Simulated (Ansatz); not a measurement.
BFH2O2 (`OB(O)F`), relaxed with RKS PBE0-D4/def2-TZVP in the Gaussian-basis code of Ansatz from a PBE-D4/def2-SVP geometry. The force threshold is 0.005 eV/Å; the program also tests the step.

Charge 0, multiplicity 1.

Start:

```xyz
6

O    -0.125   -1.053   -0.363
B    -0.173    0.261    0.024
O     0.909    0.886    0.567
F    -1.303    0.977   -0.124
H    -0.975   -1.350   -0.733
H     1.667    0.278    0.629
```

| step | energy (eV) | largest force (eV/Å) | largest move (Å) |
| --- | --- | --- | --- |
| 1 | -7519.9574 | 0.700 | 0.000 |
| 2 | -7519.9733 | 0.258 | 0.010 |
| 3 | -7519.9759 | 0.045 | 0.005 |
| 4 | -7519.9761 | 0.040 | 0.004 |
| 5 | -7519.9764 | 0.029 | 0.006 |
| 6 | -7519.9764 | 0.000 | 0.000 |

End:

```xyz
6

O    -0.135   -1.043   -0.364
B    -0.174    0.261    0.023
O     0.904    0.872    0.562
F    -1.290    0.976   -0.121
H    -0.967   -1.353   -0.730
H     1.662    0.287    0.630
```

Hardware: 2 threads of a server CPU on a shared host. Wall time 10 s, peak host memory 0.23 GiB.
